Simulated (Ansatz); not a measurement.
`C[Si](C)(C)/N=C/N[Si](C)(C)C` from Hartree–Fock to CCSD(T)

```xyz
31

C     0.1760   -0.6319    3.5961
Si    1.0486   -0.7602    1.9362
C     1.4210   -2.5557    1.5651
C     2.6421    0.2183    1.9924
N     0.0955   -0.1406    0.6377
C    -1.0687    0.3551    0.7162
N    -1.7412    0.8185   -0.3707
Si   -1.0809    0.7863   -2.0105
C    -2.4445    1.5409   -3.0473
C    -0.7528   -0.9699   -2.5405
C     0.4635    1.8249   -2.1050
H    -0.0535    0.4059    3.8540
H    -0.7598   -1.1980    3.6066
H     0.8099   -1.0338    4.3918
H     2.0754   -2.9931    2.3242
H     1.9163   -2.6524    0.5955
H     0.5018   -3.1464    1.5306
H     2.4466    1.2713    2.2115
H     3.1574    0.1678    1.0298
H     3.3200   -0.1663    2.7595
H    -1.6322    0.4537    1.6587
H    -2.6589    1.1909   -0.1889
H    -3.3666    0.9562   -2.9874
H    -2.6678    2.5651   -2.7358
H    -2.1468    1.5760   -4.0988
H    -0.0120   -1.4260   -1.8817
H    -0.3726   -0.9997   -3.5657
H    -1.6652   -1.5702   -2.5007
H     0.8622    1.8333   -3.1235
H     0.2614    2.8584   -1.8125
H     1.2258    1.4212   -1.4367
```

The species carries charge 0 and has multiplicity 1. All single points use the PBE0-D4/def2-TZVP geometry. It is one conformer, not always the lowest. Frozen core, restricted reference, Ansatz 0.2.0. CBS rows extrapolate triple and quadruple zeta; past MP2 they add the triple-zeta difference.

| basis | HF (Eh) | MP2 corr. |
| --- | --- | --- |
| def2-SVP | -963.14641 | -1.52499 |
| def2-TZVPP | -963.79225 | -1.88274 |
| def2-QZVPP | -963.82847 | -2.00667 |

**Question.** Estimate the CCSD correlation energy and the (T) correction in each basis where they were run (hartree).

**Answer.** 
```csv
basis,CCSD corr.,(T)
def2-SVP,-1.65345,-0.05260
def2-TZVPP,-1.98885,-0.08351
CBS(def2),-2.20458,as TZ
```
